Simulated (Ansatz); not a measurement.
CH₆ClNOSi (`N[SiH](O)CCl`). The species carries charge 0 and has multiplicity 1. Geometry: relaxed with PBE0-D4/def2-TZVP. It is one conformer, not always the lowest.

```xyz
11

N     0.623    1.247   -0.888
Si    0.675   -0.096    0.161
O     0.684    0.194    1.780
C    -0.843   -1.127   -0.256
Cl   -2.303   -0.148    0.124
H    -0.253    1.709   -1.073
H     1.398    1.887   -0.953
H     1.930   -0.845   -0.074
H    -0.101    0.608    2.146
H    -0.907   -2.035    0.344
H    -0.902   -1.394   -1.311
```

Question: What is the dipole moment at PBE/def2-TZVPP? (An estimate is asked.)

Answer: Computed: 0.98 D, with components (-0.04, 0.70, -0.69) D in this frame, pointing from negative to positive charge.

Question: And with r2SCAN, B3LYP, ωB97M-V? (An estimate is asked.)

Answer: Computed: r2SCAN 0.97 D, B3LYP 0.97 D, ωB97M-V 0.98 D.

Question: Give the Mulliken charges with PBE, B3LYP, r2SCAN in def2-TZVPP. (Estimate.)

Answer: Ansatz gave: 
| atom | PBE | B3LYP | r2SCAN |
| --- | --- | --- | --- |
| N1 | -0.37 | -0.39 | -0.44 |
| Si2 | 0.44 | 0.56 | 0.57 |
| O3 | -0.34 | -0.39 | -0.41 |
| C4 | -0.22 | -0.23 | -0.15 |
| Cl5 | -0.17 | -0.19 | -0.19 |
| H6 | 0.15 | 0.14 | 0.16 |
| H7 | 0.15 | 0.14 | 0.16 |
| H8 | -0.09 | -0.10 | -0.10 |
| H9 | 0.19 | 0.18 | 0.20 |
| H10 | 0.14 | 0.14 | 0.10 |
| H11 | 0.13 | 0.13 | 0.10 |

B3LYP here is the variant with VWN-RPA as its local correlation; programs differ in this.
